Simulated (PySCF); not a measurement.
Zn(Cl)(NH2), H2ClNZn, SMILES [NH2][Zn][Cl] (PBE0/def2-SVP optimised geometry):

```
5

Zn    -0.086     0.111     0.000
Cl    -2.185     0.291     0.000
N      1.727     0.111     0.000
H      2.185    -0.273    -0.823
H      2.185    -0.291     0.815
```

Level of theory: PBE0/def2-TZVP (PySCF 2.14.0).

**Question.** What are the frontier orbital energies and the dipole moment?

**Answer.** HOMO-2 -8.85 eV, HOMO-1 -8.83 eV, HOMO -7.36 eV, LUMO -0.95 eV, LUMO+1 -0.11 eV; dipole moment 2.41 D.

On the same geometry PBE/def2-TZVP (PySCF) gives HOMO-2 -7.46 eV, HOMO-1 -7.43 eV, HOMO -6.01 eV, LUMO -1.82 eV, LUMO+1 -0.86 eV; dipole moment 2.38 D.

Meta-Löwdin charges at PBE0/def2-TZVP: Zn1 1.20, Cl2 -0.66, N3 -1.00, H4 0.23, H5 0.23.
